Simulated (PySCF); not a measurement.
**From a computed spectrum to the compound**

A species of 3 atoms with charge 1 has these harmonic modes (PBE0, small Gaussian bases with core potentials, PySCF 2.14.0):

```csv
cm⁻¹,km/mol,symmetry
36,1.9,a1
200,6.7,a1
226,43.9,b2
```

(1) Which species is it, and in which structure?

## Answers

(1) [LuI2]+ (singlet in the valence; each metal's 4f electrons, 14 of them, lie in its core potential, out of spins and levels):
```xyz
3

Lu    0.0000    0.0000   -0.8475
I     2.2664    0.0000    0.5842
I    -2.2664    0.0000    0.5842
```
Ideal gas at 298.15 K and 1 bar: S = 349.4 J/(mol K), Cp = 56.8 J/(mol K), H − H(0 K) = 15.0 kJ/mol (rigid rotor, harmonic modes, spin degeneracy alone, that of the 4f electrons in the core included; the modes under 60 cm⁻¹ make these uncertain). An lcecp potential fixes the number of 4f electrons, so in runs with it no electron can move into or out of that shell.
 Other answers can fit too; this one was computed.
